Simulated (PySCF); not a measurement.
HO2Si, SMILES O=[Si]=[OH+], charge +1. Atoms are numbered in the order given.

```xyz
4

O     -0.0038    -1.5792     0.0000
Si     0.0215    -0.0854     0.0000
O     -0.0915     1.4477     0.0000
H      0.4620     2.2468     0.0000
```
Charge +1, spin multiplicity 1.

Coordinates come from a B3LYP-D3(BJ)/def2-TZVP optimisation. The isomer is the one that the SMILES or the coordinates give; other isomers of the formula were not compared.

The numbers are results of PBE0/pcJ-1 (PySCF), not measurements.

Isotropic couplings with Fermi-contact, spin-dipole and both spin-orbit terms, one fixed conformer, no vibrational averaging. Isotopes: 1H, 29Si.

**Question.** Estimate the spin–spin coupling constants. (The exact figures need the calculation; the answer reports its results.)

**Answer.** 
```json
[
 {"pair": "Si2–H4", "bonds apart": "2", "J (Hz)": "-17.8"}
]
```
